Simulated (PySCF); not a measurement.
Input for PySCF:
```python
from pyscf import gto, scf, cc

mol = gto.M(
    atom='''
C    -0.009619    0.085584   -1.207927
Si    0.006934    0.023373    0.684427
H    -0.034321   -0.918997   -1.628565
H    -0.879928    0.618393   -1.581170
H     0.874747    0.582172   -1.597709
H    -1.215595   -0.536052    1.247971
H     1.215737   -0.586242    1.225054
''',
    basis='sto-3g',
    charge=0,
    spin=1,
    verbose=4,
)

mf = scf.UHF(mol)
mf.kernel()

mycc = cc.CCSD(mf)
mycc.diis_space = 3
mycc.kernel()
print('E(CCSD) = %.10f' % mycc.e_tot)
```

Give the total energy at the level PySCF with CCSD/STO-3G.

-325.9876 Eh

Predict the SCF-reference Mulliken (on the basis functions themselves) charges in atom order from CCSD/STO-3G.

C1 -0.36, Si2 0.55, H3 0.05, H4 0.05, H5 0.05, H6 -0.17, H7 -0.17

Estimate the SCF-reference HOMO energy that CCSD/STO-3G returns for this input.

-6.05 eV

Predict the SCF-reference dipole moment from CCSD/STO-3G.

0.47 D

These values belong to the state on which the SCF converged, which isn't shown to be the lowest.
